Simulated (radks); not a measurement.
Polarisability of the antimony ion Sb3+, [Kr] 4d10 5s2, at imaginary frequency. Method: scalar-relativistic Kohn-Sham, exchange-only LDA, spin-polarised, spherical densities, finite nucleus; Fermi nuclear charge, rms radius 4.6802 fm; computed with a radial shooting solver on a logarithmic mesh with Libxc functionals. Response by self-consistent Sternheimer equations with the Hartree and adiabatic exchange-only LDA kernel, the relativistic mass of each level held fixed and spin-orbit coupling left out.

| w (hartree) | alpha1(iw) (bohr^3) | alpha2(iw) (bohr^5) |
|---|---|---|
| 0.00266 | 10.14 | 29.31 |
| 0.0143 | 10.13 | 29.30 |
| 0.0360 | 10.09 | 29.26 |
| 0.0697 | 9.951 | 29.12 |
| 0.118 | 9.615 | 28.77 |
| 0.186 | 8.950 | 28.02 |
| 0.280 | 7.853 | 26.54 |
| 0.413 | 6.385 | 23.94 |
| 0.605 | 4.813 | 19.92 |
| 0.892 | 3.431 | 14.75 |
| 1.35 | 2.343 | 9.484 |
| 2.12 | 1.485 | 5.265 |
| 3.59 | 0.7910 | 2.483 |
| 6.94 | 0.3024 | 0.8872 |
| 17.5 | 0.06875 | 0.1717 |

Static values: alpha1 = 10.14 bohr^3 (1.503 angstrom^3; uncoupled 19.25), alpha2 = 29.31 bohr^5, alpha3 = 167.4 bohr^7. C6 = 48.67, C8 = 842.5, triple-dipole C9 = 331.4 atomic units. One-pole (London) frequency 4 C6 / (3 alpha1^2) = 0.631 hartree, against 1.397 for minus the highest occupied eigenvalue.
